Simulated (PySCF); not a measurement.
**Cs₂F₂, singlet: computed properties**

All numbers come from B3LYP/[Cs def2-TZVP with ECP46, F def2-TZVP], scalar-relativistic core potentials, density fitting, no spin–orbit coupling, PySCF.

The structure is a minimum.

```xyz
4
charge 0 multiplicity 1, angstrom
Cs    2.0543    0.0000    0.0000
Cs   -2.0543    0.0000    0.0000
F     0.0000    1.6609    0.0000
F     0.0000   -1.6609    0.0000
```

```json
{
  "Point group": "D2h",
  "Bond lengths": "Cs–F 2.642 Å (×4)",
  "Bond angles": "Cs–F–Cs 102.1° (×2), F–Cs–F 77.9° (×2)",
  "Enthalpy at 298.15 K above 0 K": "19.33 kJ/mol",
  "Rotational constants": "0.1608, 0.01503, 0.01374 cm⁻¹",
  "Principal quadrupole moments (Buckingham, traceless) about the centre of mass": "-34.10, -0.33, 34.43 D Å",
  "Lowest empty level": "-0.62 eV",
  "Rotational symmetry number": "4",
  "Zero-point energy": "6.6 kJ/mol",
  "Highest occupied level": "-6.60 eV",
  "Heat capacity Cp at 298.15 K": "79.6 J/(mol K)",
  "Atomisation energy without zero-point energy": "1136 kJ/mol",
  "Entropy at 298.15 K and 1 bar": "358.5 J/(mol K)",
  "Dipole moment": "0.00 D",
  "Principal polarisabilities": "41.7, 50.8, 71.9 bohr³"
}
```

Harmonic modes (masses in u: Cs 132.905, F 18.998):
```tsv
symmetry	ω (cm⁻¹)	IR (km/mol)	μ (u)
b3u	80	48.5	21.28
ag	87	0.0	79.45
b3g	206	0.0	20.50
b2u	216	110	21.28
ag	236	0.0	21.02
b1u	270	191	21.28
```

In D2h the vibrations span b3u + 2ag + b3g + b2u + b1u. The ag, b3g modes carry no infrared intensity, as symmetry demands. With a centre of inversion only u modes can be infrared active and only g modes Raman active.

Charges (e):
| atom | Mulliken | Löwdin | polar tensor | Mayer order to Cs1 |
| --- | --- | --- | --- | --- |
| Cs1 | 0.77 | 0.65 | 0.96 | – |
| Cs2 | 0.77 | 0.65 | 0.96 | 0.03 |
| F3,4 | -0.77 | -0.65 | -0.96 | 0.19 |

Mulliken populations on Cs1 (electrons outside its core potential): s 2.07, p 5.98, d 0.17.

This need not be the most stable arrangement of these atoms.

The final relaxation and frequency run took 31 s on 4 threads of a shared Arm Neoverse V1 host, with 120 basis functions and 13 gradients; the process peaked at 1.3 GiB.
